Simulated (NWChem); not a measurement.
System: C3H5NO; SMILES N#CCCO

```xyz
10

N      0.3043     2.5767     0.0164
C     -0.1315     1.5012    -0.0098
C     -0.6376     0.1276    -0.0373
C      0.4995    -0.9193     0.0083
O     -0.0141    -2.2341    -0.0750
H     -1.3128    -0.0161     0.8165
H     -1.2292    -0.0275    -0.9467
H      1.1507    -0.7882    -0.8599
H      1.1107    -0.7675     0.9093
H     -0.4268    -2.4561     0.7740
```
Atoms are numbered in this order, from 1.

Computed with NWChem. Structure relaxed at the B3LYP/6-31G* (spherical d) level. Level: M06-2X/def2-SVP with COSMO at NWChem's default radii, gas-phase geometry; rows give the dielectric constant.

For dielectric constant 7.6:

- electrostatic solvation energy (kcal/mol) = -8.8
- dipole in solution (D) = 4.13

Question: Estimate the same quantities for dielectric constant 2.0.

Answer: The electrostatic solvation energy (kcal/mol) is -4.8 and the dipole in solution (D) comes out as 3.75.
